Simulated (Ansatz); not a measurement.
C3H9Al, SMILES `[CH3][Al]([CH3])[CH3]` with one electron removed (charge 1, multiplicity 2), frozen-core CCSD(T)/cc-pVTZ // r2SCAN-D4/def2-TZVP (Ansatz, a first-principles code). The calculation was stopped at its time limit.

Ansatz 0.2 input:
```yaml
crystal:
  periodic: [false, false, false]
  atoms:
    - { symbol: C, position_ang: [1.91074, -0.439831, 0.092495] }
    - { symbol: Al, position_ang: [0.003095, -0.000199, 0.066709] }
    - { symbol: C, position_ang: [-0.57506, 1.863924, 0.207821] }
    - { symbol: C, position_ang: [-1.333521, -1.423706, -0.066918] }
    - { symbol: H, position_ang: [2.553276, 0.408366, -0.15991] }
    - { symbol: H, position_ang: [2.207154, -0.767023, 1.097572] }
    - { symbol: H, position_ang: [2.16222, -1.266444, -0.579222] }
    - { symbol: H, position_ang: [-1.591663, 1.972899, 0.596297] }
    - { symbol: H, position_ang: [0.092414, 2.467221, 0.830767] }
    - { symbol: H, position_ang: [-0.570476, 2.333914, -0.784306] }
    - { symbol: H, position_ang: [-1.713828, -1.677276, 0.931084] }
    - { symbol: H, position_ang: [-2.207513, -1.122051, -0.652915] }
    - { symbol: H, position_ang: [-0.942363, -2.350163, -0.49618] }
basis:
  gaussian: { orbitals: cc-pVTZ }
correlation:
  method: ccsd_t
total_charge: 1
magnetization:
  spin_polarized: true
  initial_magnetization: 1
```

The last lines of the output:

```
1390 factors; integrals over basis functions are off by at most 1.2e-3 eV
mean field evaluation 1: about -9804.3211 eV, gradient 3.2e1 eV
mean field evaluation 2: about -9804.3231 eV, gradient 3.2e1 eV
mean field evaluation 4: about -9809.4893 eV, gradient 2.8e0 eV
mean field evaluation 8: about -9809.6326 eV, gradient 2.6e-1 eV
mean field evaluation 16: about -9804.3168 eV, gradient 3.2e1 eV
mean field evaluation 32: about -9809.6264 eV, gradient 3.6e-1 eV
mean field evaluation 64: about -9809.6360 eV, gradient 1.5e-1 eV
mean field evaluation 96: about -9804.9690 eV, gradient 7.6e0 eV
mean field evaluation 128: about -9805.6075 eV, gradient 1.8e0 eV
mean field evaluation 160: about -9809.5856 eV, gradient 1.9e-1 eV
mean field evaluation 192: about -9805.2359 eV, gradient 5.5e-4 eV
mean field -9809.63917299 eV, -360.4975903950 hartree, gradient 3.3e-6 eV, S^2 0.771337; 8 other end points of the search recorded, 0 dependent functions left out
determinant -9809.63917299 eV, -360.4975903950 hartree, with singles and doubles -9827.44855276 eV, -361.1520730299 hartree
determinant -9809.63773574 eV, -360.4975375771 hartree, with singles and doubles -9827.44690872 eV, -361.1520126128 hartree
determinant -9809.63686086 eV, -360.4975054258 hartree, with singles and doubles -9827.44638652 eV, -361.1519934220 hartree
determinant -9809.58306942 eV, -360.4955286269 hartree, with singles and doubles -9827.45776753 eV, -361.1524116666 hartree
determinant -9809.58237604 eV, -360.4955031456 hartree, with singles and doubles -9827.45824127 eV, -361.1524290763 hartree
determinant -9809.58209563 eV, -360.4954928408 hartree, with singles and doubles -9827.45675451 eV, -361.1523744387 hartree
determinant -9809.63917299 eV, -360.4975903950 hartree, with singles and doubles -9827.17111517 eV, -361.1418773865 hartree
determinant -9809.63773574 eV, -360.4975375771 hartree, with singles and doubles -9827.16982684 eV, -361.1418300415 hartree
determinant -9809.63686086 eV, -360.4975054258 hartree, with singles and doubles -9827.16923913 eV, -361.1418084435 hartree
determinant -9809.58306942 eV, -360.4955286269 hartree, with singles and doubles -9827.17414067 eV, -361.1419885716 hartree
```
